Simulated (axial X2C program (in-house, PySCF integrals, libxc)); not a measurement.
**Potential curves of TcF, spin-free**

Computed with an axial X2C code built on PySCF integrals. Spin-free means the one-electron spin-free X2C Hamiltonian. Basis: Tc dyall-cv3z [12s12p8d5f3g], F dyall-av3z [7s6p3d2f] (cores contracted in-house); Gaussian nuclei, density fitting, unrestricted open shells. Masses: Tc 98.907 u, F 18.998 u.

State: M_S = 3, Λ = 0 (beyond evenly filled blocks: 2 × σα, π+α, π-α, δ+α, δ-α). Energies in kJ/mol from the fragments at the same level (Tc + F). Fits are polynomials in 1 − R0/R over 0.85 to 1.23 times the lowest point R0.

```csv
R (Å),CCSD,MP2,CCSD(T)
1.6478,,-296.49,
1.7235,,-382.10,
1.7804,-377.16,-424.18,-380.81
1.8372,-404.80,-451.75,-408.43
1.8940,-421.11,-468.14,-424.75
1.9603,-429.26,-476.54,-432.94
2.0266,-428.71,-476.34,-432.46
2.1118,-419.04,-467.26,-422.90
2.2160,-398.36,-447.45,-402.39
2.3675,,-409.69,
```

Correlated methods: 14 electrons correlated (number of frozen shells: Tc 4 s, 3 p, 1 d; F 1 s), 280 virtual spin orbitals or spinors in MP2, 89 natural virtuals in coupled cluster.

Occupations by symmetry block were frozen at the best pattern of an incomplete PBE0 search. De is counted from the lowest determinant-based energies of the atoms at the same level, without counterpoise correction. CCSD and (T) use frozen natural virtuals with an MP2 correction for the truncation; (T) itself is uncorrected, so its De runs slightly low. PBE0 can misorder states that lie within some tenths of an eV, so this need not be the ground state of the molecule. The nearest other spin-free determinant of the search, M_S = 2, Λ = 0, lies 0.47 eV up at the distance of the search. Coupled cluster ran on the points near the minimum only. MP2 and coupled cluster on one determinant become unreliable at the stretched end.

**Question.** What are Re, ωe and De at the CCSD level?

**Answer.** At CCSD, spin-free: Re = 1.988 Å, ωe ≈ 552 cm⁻¹, De = 4.46 eV to Tc + F; Be follows as 0.268 cm⁻¹.

**Question.** What are Re, ωe and De at the MP2 level?

**Answer.** At MP2, spin-free: Re = 1.991 Å, ωe ≈ 544 cm⁻¹, De = 4.95 eV to Tc + F; Be follows as 0.267 cm⁻¹.

**Question.** Fit the CCSD(T) curve near its minimum: give the equilibrium distance, the harmonic wavenumber and the well depth.

**Answer.** At CCSD(T), spin-free: Re = 1.988 Å, ωe ≈ 550 cm⁻¹, De = 4.49 eV to Tc + F; Be follows as 0.268 cm⁻¹.
